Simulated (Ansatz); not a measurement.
Stepwise reaction of `[F][GaH][F]` with hydrogen, as a gas-phase model of exchange steps in deposition or etching. ΔE in kJ/mol; ΔG adds harmonic PBE0-D4 terms to CCSD(T)/CBS, at 1 bar.

Calculated with Ansatz (gas phase, PBE0-D4/def2-TZVP geometries, no zero-point term in ΔE). CBS: MP2 limit from def2 TZ/QZ plus the TZ coupled-cluster correction, frozen cores. This one scheme is used for every species. Functionals use def2-TZVPP. B3LYP here is the variant with VWN-RPA as its local correlation; programs differ in this. For Ga outer-core shells are correlated without core-valence functions, which leaves a few kJ/mol of doubt a bond. Scalar relativity is left out up to krypton.

```json
{"step": "2", "reaction": "`[F][GaH2]` + H₂ → `[GaH3]` + H–F", "PBE-D4": "84.3", "B3LYP-D4": "87.0", "ωB97M-V": "83.3", "CCSD(T)/CBS": "80.3", "ΔG(500 K)": "83.5"}
```

Problem. Give the row of step 1, `[F][GaH][F]` + H₂ → `[F][GaH2]` + H–F. (Estimate.)

Solution. Computed: 
```
step                                reaction  PBE-D4  B3LYP-D4  ωB97M-V  CCSD(T)/CBS  ΔG(500 K)
   1  `[F][GaH][F]` + H₂ → `[F][GaH2]` + H–F    68.7      71.4     69.4         67.2       66.3
```

Problem. By hand: ΔE of the 2 steps together at CCSD(T)/CBS.

Solution. (67.2) + (80.3) = 147.5 kJ/mol, or 73.8 kJ/mol a step.

In ΔE each step is higher than the one before. All are uphill at CCSD(T)/CBS. ΔG lies between 66.3 and 83.5 kJ/mol a step. PBE-D4 differs from CCSD(T)/CBS by 1.5 to 4.0 kJ/mol a step. Isolated molecules leave out the surface, adducts and barriers. Largest T1 diagnostic: 0.015.
